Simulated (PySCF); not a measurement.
oxetane-3-carbonitrile (C4H5NO), SMILES O1CC(C#N)C1. Geometry: PBE-D3(BJ)/def2-SVP.

Computed equilibrium geometry at PBE-D3(BJ)/def2-SVP (PySCF confirms it by a frequency run) as Cartesian coordinates in Å, and its point group:
point group Cs.
```xyz
11

N      2.6138    -0.3088     0.0000
C      1.5132     0.0939     0.0000
C      0.1385     0.5643     0.0000
C     -0.8595    -0.0340    -1.0321
O     -1.8211    -0.3094     0.0000
C     -0.8595    -0.0340     1.0321
H      0.1262     1.6728     0.0000
H     -1.2435     0.6680    -1.8026
H     -0.4812    -0.9565    -1.5296
H     -1.2435     0.6680     1.8026
H     -0.4812    -0.9565     1.5296
```
Charge 0, spin multiplicity 1.
